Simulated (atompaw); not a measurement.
What one change does to a pseudopotential (boron (B), PAW (atompaw))

```json
{
  "Element": "boron (B)",
  "Generator": "atompaw 4.2.0.5",
  "Type": "PAW",
  "Functional": "PBEsol",
  "Relativity": "scalar-relativistic",
  "Frozen core": "[He]",
  "Valence charge": "3",
  "Reference configuration": "2s1.75 2p1.25",
  "Partial waves": "2s (bound): rc 3.00 bohr; 2s channel at -0.3 Ry: rc 3.00 bohr; 2p (bound): rc 3.00 bohr; 2p channel at 0.65 Ry: rc 3.00 bohr",
  "Local potential": "troulliermartins scheme with l = 2 at 0 Ry, radius 2.00 bohr",
  "Core correction": "smooth core density matched at 2.45 bohr",
  "Augmentation charge": "sinc compensation charge, radius 2.95 bohr; PAW radius 3.00 bohr; waves and projectors: custom polynom vanderbiltortho"
}
```

All-electron outer shells of the reference configuration (PBEsol, scalar-relativistic, ld1.x):

```
shell  level (eV)  outermost node (bohr)  outermost maximum (bohr)
   1s     -179.85                      –                      0.21
   2s       -9.49                   0.46                      1.52
   2p       -3.68                      –                      1.57
```

Change: all radii scaled by about 0.81 (s 2.44, p 2.44 bohr); local potential troulliermartins scheme with l = 2 at 0 Ry, radius 1.64 bohr; augmentation sinc compensation charge, radius 2.40 bohr; PAW radius 2.44 bohr; waves and projectors: custom polynom vanderbiltortho; core correction smooth core density matched at 2.00 bohr.

Cutoffs: the cutoffs (Ry, on a coarse ladder) from which the occupation-weighted sum of valence levels, in a spherical-Bessel basis at the reference potential, stays within 10 and 1 mRy of its value at 400 Ry; they do not see the model core or the augmentation charge, which bear on the density cutoff.

Task: What does the change do?

Result: Both files are very soft, the changed one slightly harder (loose and tight cutoff 6 and 8 Ry → 8 and 12 Ry on this coarse ladder); neither file shows a bound ghost.

```tsv
quantity	base	changed
cutoff, loose	6 Ry	8 Ry
cutoff, tight	8 Ry	12 Ry
loose cutoff by channel (10 mRy a level)	s 6 Ry, p 6 Ry	s 6 Ry, p 8 Ry
bound ghosts	none	none
lowest overlap eigenvalue by channel	s 0.88, p 0.91	s 0.45, p 0.93
```

 The cutoffs see the waves, projectors and local potential, not the compensation charge or the core.
